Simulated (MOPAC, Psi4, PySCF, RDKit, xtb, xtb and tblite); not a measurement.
Two geometries of SMILES CCC[SiH2][GeH3] (C₃H₁₂GeSi), relaxed at GFN2-xTB with one dihedral held; other torsions can differ between them too.

Structure A

```
17

C      1.6062     1.1357     0.0541
C      1.0782     0.3522    -1.1415
C      0.8288    -1.1141    -0.8030
Si     0.1698    -2.0897    -2.2972
Ge     1.6228    -1.7719    -4.1021
H      1.7790     2.1760    -0.2129
H      2.5450     0.7107     0.4041
H      0.8909     1.1056     0.8739
H      1.8021     0.4152    -1.9620
H      0.1476     0.8093    -1.4875
H      0.1236    -1.1768     0.0275
H      1.7622    -1.5608    -0.4523
H     -1.1743    -1.6078    -2.6385
H      0.0673    -3.5104    -1.9454
H      1.3922    -0.5290    -4.9129
H      3.0797    -1.6659    -3.7489
H      1.6132    -2.8520    -5.1435
```

Structure B

```
17

C      1.9454     1.2248    -0.2487
C      1.1613     0.3651    -1.2318
C      0.6112    -0.9550    -0.6598
Si     0.9502    -1.3812     1.1691
Ge    -0.0320     0.1344     2.6545
H      2.3145     2.1175    -0.7506
H      2.7999     0.6810     0.1468
H      1.3146     1.5440     0.5810
H      1.8136     0.1397    -2.0789
H      0.3327     0.9617    -1.6205
H      0.9893    -1.7864    -1.2563
H     -0.4733    -0.9738    -0.7905
H      2.3888    -1.5067     1.4335
H      0.3628    -2.7107     1.3886
H      0.9125     1.0862     3.3333
H     -1.0577     1.0622     2.0629
H     -0.7694    -0.4820     3.8089
```

Which is lower in energy at the level B3LYP-D3(BJ)/def2-TZVP // GFN2-xTB (Psi4), and by how much?

A is lower, by 18.42 kJ/mol (dihedral C1–C2–C3–Si4: 180° in A, 0° in B).

E(B) − E(A) in kJ/mol at the other levels, on the same two geometries: GFN2-xTB (xtb and tblite) 15.64; B3LYP/def2-TZVP // GFN2-xTB (Psi4) 22.31; PBE/def2-TZVP // GFN2-xTB (Psi4) 19.67; PBE-D3(BJ)/def2-TZVP // GFN2-xTB (Psi4) 17.53; UFF // GFN2-xTB (RDKit) 41.15; PM7, restricted, heats of formation // GFN2-xTB (MOPAC) 20.39; PM3, restricted, heats of formation // GFN2-xTB (MOPAC) 18.39; GFN1-xTB // GFN2-xTB (xtb) 4.51; restricted B3LYP/6-31G*, spherical d, density fitting // GFN2-xTB (PySCF) 22.32; restricted Hartree-Fock/LANL2DZ, with its core potentials past Ne // GFN2-xTB (PySCF) 25.16; restricted Hartree-Fock/STO-3G // GFN2-xTB (PySCF) 26.53.
